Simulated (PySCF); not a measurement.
FeH₂O, SMILES [OH][FeH] (connectivity only; charge and spin as stated), neutral, multiplicity 5.

Geometry optimised at B3LYP-D3(BJ)/def2-TZVP. The spin state was assumed, not searched.

Level of theory: M06-2X/def2-TZVPD (PySCF).

Isolated molecule, no solvent.

```yaml
total_energy: -1340.10447 hartree
point_group: Cs
"α spin, highest occupied and lowest empty level": -9.16 and -0.01 eV
"β spin, highest occupied and lowest empty level": -9.42 and -1.95 eV
dipole_moment: 0.94 D
quadrupole, principal values (traceless, Buckingham form, about the centre of nuclear charge): -8.13, 2.50, 5.63 D·Å
mean_static_polarisability: 32.4 bohr³ (4.80 Å³)
polarisability_principal_values: 28.6, 28.8, 39.7 bohr³
"⟨S²⟩": 6.016 (pure state 6.00)
```
